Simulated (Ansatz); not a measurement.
Molecule: AgI, charge 0, multiplicity 3. The spin state was set by rule; other spins were not relaxed. 
Structure (B3LYP-D3(BJ)/def2-TZVP (Ansatz, an electronic-structure program) minimum search):
```
Ag
I 1 3.3694
```
Charge 0, spin multiplicity 3.

Total electronic energies in hartree. Correlated levels leave the core frozen unless marked. Open shells are spin-unrestricted. No spin-orbit coupling. Frozen are the shells of the preceding noble gas and the d and f shells that filled before the atom's block. In def2 rows, elements after Kr have scalar-relativistic effective core potentials. CBS marks a two-point X^-3 extrapolation of the correlation energy; Hartree-Fock from the larger set. The bracket is a focal-point correction in the basis named.

| level | program | energy (Eh) |
|---|---|---|
| HF/def2-QZVPPD | Ansatz | -442.77221 |
| B3LYP-D3(BJ)/def2-TZVPD | Ansatz + dftd3 | -444.81215 |
| BHLYP-D4/def2-TZVPD | Ansatz + dftd4 | -444.52033 |
| CAM-B3LYP/def2-TZVPD | Ansatz | -444.62630 |
| SCS-MP2/def2-QZVPPD | Ansatz | -443.28321 |
| CCSD/def2-TZVPP | Ansatz | -443.26421 |
| CCSD/def2-TZVPPD | Ansatz | -443.26498 |
| RI-MP2/CBS(def2-TZVPPD,def2-QZVPPD)+[CCSD(T)-MP2]/def2-TZVPPD | Ansatz | -443.3765 |
| CCSD(T)/CBS(def2-TZVPPD,def2-QZVPPD) | Ansatz | -443.3765 |

Totals of different functionals don't rank their quality; only differences between species are comparable.
